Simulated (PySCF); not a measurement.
Excitation energies in several basis sets

Species: BrH5Si2.
Atom-mapped SMILES: `[SiH3:1][SiH2:2][Br:3]` (hydrogens: H4, H5, H6 on Si1; H7, H8 on Si2)

Geometry (PBE0-D3(BJ)/def2-SVP, Å), atoms numbered from 1 in this order:
```xyz
8
BrH5Si2 angstrom
Si     0.1930   -0.2981    0.1564
Si    -2.0901   -0.8060    0.3027
Br    -3.2202    0.5602   -1.0622
H      0.9603   -1.1936    1.0779
H      0.6654   -0.5098   -1.2442
H      0.4146    1.1245    0.5524
H     -2.6144   -0.6014    1.6847
H     -2.3738   -2.2084   -0.1212
```

TDDFT with PBE0 (PySCF), vertical singlets, core orbitals frozen in the response, spherical d and f functions. Geometry: PBE0-D3(BJ)/def2-SVP; no solvent, vibrations or thermal averaging. The PBE0/6-31G* calculation is non-relativistic and has no spin–orbit coupling, an omission that weighs most on bromine.

```
      basis  functions  diffuse  S1 (eV)  S2 (eV)  S3 (eV)  S4 (eV)  S5 (eV)  LUMO (eV)  α (au)
     6-31G*         78       no     5.90     6.22     7.25     7.36     7.41      -0.71    64.7
   def2-SVP         93       no     6.01     6.31     7.04     7.46     7.58      -0.58    68.4
  def2-SVPD        129      yes     5.83     6.19     6.91     7.00     7.29      -0.86    81.6
aug-cc-pVDZ        135      yes     5.80     6.16     6.77     6.92     7.03      -0.89    81.9
  def2-TZVP        152       no     5.87     6.24     6.87     7.18     7.33      -0.78    76.7
```

**Question.** Compare the sets with the largest diffuse one.

**Answer.** States are compared by their number. Against the largest diffuse basis here (aug-cc-pVDZ, itself not a converged limit), sets without diffuse functions differ by up to 0.21 eV in S1 and 0.55 eV in S5; the smaller diffuse sets differ by up to 0.03 and 0.26 eV. State by state, the largest deviation of a set without diffuse functions is S1 0.21, S2 0.15, S3 0.47, S4 0.54, S5 0.55 eV. The same number needn't mean the same state in each row. Against aug-cc-pVDZ the polarisability deviates by -21% in 6-31G*, -16% in def2-SVP, 0% in def2-SVPD, -6% in def2-TZVP.
